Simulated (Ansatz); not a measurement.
# CH3ClF2Si (SMILES C[Si](F)(F)Cl): the energy to break a bond

CH3ClF2Si: 8 atoms, total charge 0, spin state singlet. SMILES: `C[Si](F)(F)Cl`. The shape was relaxed beforehand at B3LYP/def2-SVP.

```xyz
8

C    -0.8159   -0.3004    0.5170
Si    0.6935    0.1564   -0.4409
F     2.0153   -0.4835    0.2268
F     0.6202   -0.4250   -1.9439
Cl    0.9713    2.1863   -0.5647
H    -0.9252   -1.3959    0.5557
H    -0.7506    0.0809    1.5477
H    -1.7163    0.1241    0.0467
```

Wanted: the dissociation energy of the F4–Si2 bond into doublet F and doublet CH3ClFSi (shapes relaxed at B3LYP/def2-SVP, no zero-point term). 1 Eh = 2625.50 kJ/mol = 27.2114 eV. Totals in Eh; open shells run unrestricted unless said.

| level | program | CH3ClF2Si | doublet F | doublet CH3ClFSi |
| --- | --- | --- | --- | --- |
| r2SCAN/def2-SVP | Ansatz | -988.901783 | -99.598774 | -889.055545 |
| B3LYP/def2-SVP | Ansatz | -989.091257 | -99.640474 | -889.204715 |
| MP2/def2-SVP, 13 core orbitals frozen | Ansatz | -987.434939 | -99.422431 | -887.759367 |

Problem. Work out the dissociation energy at each level.

Solution. 
1. r2SCAN/def2-SVP: (-99.598774) + (-889.055545) − (-988.901783) = 0.247464 Eh = 649.7 kJ/mol = 6.73 eV.
2. B3LYP/def2-SVP: (-99.640474) + (-889.204715) − (-989.091257) = 0.246068 Eh = 646.1 kJ/mol = 6.70 eV.
3. MP2/def2-SVP: (-99.422431) + (-887.759367) − (-987.434939) = 0.253141 Eh = 664.6 kJ/mol = 6.89 eV.

The levels span 646 to 665 kJ/mol; no measured value is set beside them. A bond enthalpy at 298 K also holds the loss of zero-point energy and thermal terms.
